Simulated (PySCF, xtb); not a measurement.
3-methylbut-3-enal (C5H8O), SMILES O=CCC(C)=C.

xtb with GFN2-xTB at its own geometry gives an orbital gap of 3.52 eV and a dipole moment of 2.61 D.

The structure is a stationary point at ωB97X-D3(BJ)/def2-SVP. Other conformers were not sampled.

What does PBE/def2-TZVP run with PySCF give? (An estimate is asked for; the answer gives what the named calculation found.)

gap 3.65 eV (levels -5.82 and -2.17 eV), dipole 2.21 D.
